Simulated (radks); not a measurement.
The numbers below are computed, except where a source is named.
Problem. These are the eigenvalues of the occupied orbitals of an atom or ion with whole-number occupations (eV). Code: a radial shooting solver on a logarithmic mesh with Libxc functionals. Model: scalar-relativistic Kohn-Sham, LB94 model potential, spin-polarised, spherical densities, finite nucleus; Fermi nuclear charge, rms radius of each element as measured or else 0.836 A^(1/3) + 0.57 fm.

| orbital | eigenvalue |
|---|---|
| 1s | -12655.03 |
| 2s | -1688.493 |
| 2p | -1496.094 |
| 3s | -276.0947 |
| 3p | -215.9195 |
| 3d | -116.2393 |
| 4s | -70.5781 |

Which element is it, and in what charge state? The configuration may be excited. Open shells, if any, are filled with parallel spins first.

Solution. Z = 34, selenium, charge +4: Se4+ in [Ar] 3d10 4s2. The list shows which subshells hold electrons but not how many an open one holds; the 1s level, -465.06 hartree, gives Z - s = 30.5 by -(Z - s)^2/2, which with screening and relativity narrows Z to a few neighbours, and the depths of the outer levels then fix element, charge and occupations together.
